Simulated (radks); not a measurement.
The numbers below are computed, except where a source is named.
Problem. As V, 29 electrons, occupied as [Ar] 3d10 4s1 (the NIST ground configuration). Level of theory: non-relativistic Kohn-Sham, exchange-only B88, spin-polarised, spherical densities, point nucleus; open shells are filled with parallel spins first (a radial shooting solver on a logarithmic mesh with Libxc functionals). Some entries of the table are withheld. Estimate them.

orbital,occ.,eigenvalue (eV),r(max) (bohr),<r^2> (bohr^2)
1s up,1,-11592.54,0.03062,0.002881
1s down,1,-11592.44,0.03062,0.002881
2s up,1,-1496.245,0.1737,0.05031
2s down,1,-1496.201,0.1737,0.05031
2p up,3,-1343.580,0.1378,0.03908
2p down,3,-1343.525,0.1378,0.03908
3s up,1,(1),0.5308,0.4272
3s down,1,(2),0.5308,0.4263
3p up,3,-180.7673,0.5246,0.4530
3p down,3,-180.5822,0.5246,0.4512
3d up,5,-90.1407,0.4749,0.5582
3d down,5,-89.8187,0.4744,0.5477
4s up,1,-56.3820,1.525,3.267
4s down,0,-53.8096,1.511,3.264

Solution. 
(1) 3s up eigenvalue (eV): -232.3377
(2) 3s down eigenvalue (eV): -232.1834
